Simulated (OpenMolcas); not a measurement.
## Ag4+ in a point-charge field

Ag4+ among 6 point charges of -1.7 e arranged as a trigonal antiprism (D3d), 2.16 Å from the ion, with a polar angle of 52.6° against the regular 54.74°.
```
   0.0000    1.7147    1.3135  -1.70
  -1.4850   -0.8574    1.3135  -1.70
   1.4850   -0.8574    1.3135  -1.70
   0.0000   -1.7147   -1.3135  -1.70
   1.4850    0.8574   -1.3135  -1.70
  -1.4850    0.8574   -1.3135  -1.70
```

```
Program             : OpenMolcas 26.06
Method              : CASSCF
Basis               : ANO-RCC-VDZP [6s5p3d1f]
Scalar Hamiltonian  : DKH2, point nucleus
Active space        : 7 electrons in 5 orbitals (4d)
State averaging     : 2S+1 = 4 even, 10 roots; 2S+1 = 2 even, 40 roots
Spin-orbit coupling : RASSI with atomic mean-field integrals over the reference wave functions
```

The lowest spin-free states (labels of D3, the rotations of D3d), above the lowest:

```tsv
State	Degeneracy	E (cm-1)	Free-ion L (%)
4A2	1	0.0	F (99)
4E	2	122.7	F (100)
4A1	1	2611	F (100)
4E	2	3178	F (100)
4A2	1	6431	F (99)
2E	2	16759	G (71)
4A2	1	17471	P (98)
2A1	1	18362	G (95)
2E	2	18548	G (90)
2A2	1	18607	G (78)
2E	2	18751	G (89)
4E	2	19099	P (99)
2A1	1	20132	G (100)
2E	2	23226	P (61)
2A2	1	23526	P (55)
2E	2	24064	H (88)
2A2	1	24342	H (81)
2A1	1	24808	H (85)
2E	2	24947	H (69)
2E	2	26119	H (79)
```

The lowest levels with spin-orbit coupling:

```json
{"E (cm-1)": "0.0", "Degeneracy": "2", "Label": "E1/2", "2S+1": "4", "g": "4.43 4.43 5.90"}
{"E (cm-1)": "669.3", "Degeneracy": "2", "Label": "E3/2", "2S+1": "4", "g": "0.00 0.00 7.58"}
{"E (cm-1)": "702.8", "Degeneracy": "2", "Label": "E1/2", "2S+1": "4", "g": "2.54 3.93 3.93"}
{"E (cm-1)": "1997", "Degeneracy": "2", "Label": "E3/2", "2S+1": "4", "g": "0.00 0.00 5.86"}
{"E (cm-1)": "2209", "Degeneracy": "2", "Label": "E1/2", "2S+1": "4", "g": "0.74 4.92 4.92"}
{"E (cm-1)": "4444", "Degeneracy": "2", "Label": "E1/2", "2S+1": "4", "g": "0.86 0.86 1.90"}
{"E (cm-1)": "5756", "Degeneracy": "2", "Label": "E3/2", "2S+1": "4", "g": "0.00 0.00 3.83"}
{"E (cm-1)": "5782", "Degeneracy": "2", "Label": "E1/2", "2S+1": "4", "g": "0.44 0.44 4.21"}
{"E (cm-1)": "6026", "Degeneracy": "2", "Label": "E1/2", "2S+1": "4", "g": "0.77 0.77 5.34"}
{"E (cm-1)": "7496", "Degeneracy": "2", "Label": "E1/2", "2S+1": "4", "g": "1.01 1.01 1.87"}
{"E (cm-1)": "7722", "Degeneracy": "2", "Label": "E3/2", "2S+1": "4", "g": "0.00 0.00 2.26"}
{"E (cm-1)": "7770", "Degeneracy": "2", "Label": "E1/2", "2S+1": "4", "g": "0.18 0.18 0.31"}
{"E (cm-1)": "11015", "Degeneracy": "2", "Label": "E3/2", "2S+1": "4", "g": "0.00 0.00 2.71"}
{"E (cm-1)": "11215", "Degeneracy": "2", "Label": "E1/2", "2S+1": "4", "g": "1.24 1.45 1.45"}
{"E (cm-1)": "18515", "Degeneracy": "2", "Label": "E1/2", "2S+1": "2", "g": "0.77 3.65 3.65"}
{"E (cm-1)": "18751", "Degeneracy": "2", "Label": "E3/2", "2S+1": "2 (70 %)", "g": "0.00 0.00 3.96"}
{"E (cm-1)": "19264", "Degeneracy": "2", "Label": "E3/2", "2S+1": "2 (54 %)", "g": "0.00 0.00 5.51"}
{"E (cm-1)": "19613", "Degeneracy": "2", "Label": "E1/2", "2S+1": "4 (75 %)", "g": "2.17 2.43 2.43"}
{"E (cm-1)": "20169", "Degeneracy": "2", "Label": "E1/2", "2S+1": "4 (58 %)", "g": "0.23 0.23 0.66"}
{"E (cm-1)": "20177", "Degeneracy": "2", "Label": "E3/2", "2S+1": "2", "g": "0.00 0.00 3.14"}
```

Powder χT (cm3 K/mol): 2.33 at 2 K, 2.38 at 10 K, 2.62 at 50 K, 2.93 at 100 K, 3.52 at 200 K, 3.98 at 300 K. The effective moment at 300 K is 2.828 √(χT) = 5.64 μB.

The lowest level has 2S+1 = 4, for which the spin-only value is χT = S(S+1) / 2 = 1.875 cm3 K/mol (g = 2). The computed 3.982 at 300 K differs by +2.107, through orbital momentum, spin-orbit coupling and any other state in reach.

Spin-orbit coupling mixes the spin-free states strongly: the lowest level takes only 62 % from its leading state, 4E, which lies 123 cm-1 above the lowest spin-free state. Without dynamic correlation the repulsion within the d shell is too large (B by tens of per cent), so at a given field states of lower spin stand too high. Point charges give a weaker field than real ligands, and real ions of this kind are as a rule low spin; the high spin found here belongs to the model. This is an electrostatic model: the charges have no orbitals. No measured value stands beside these numbers.
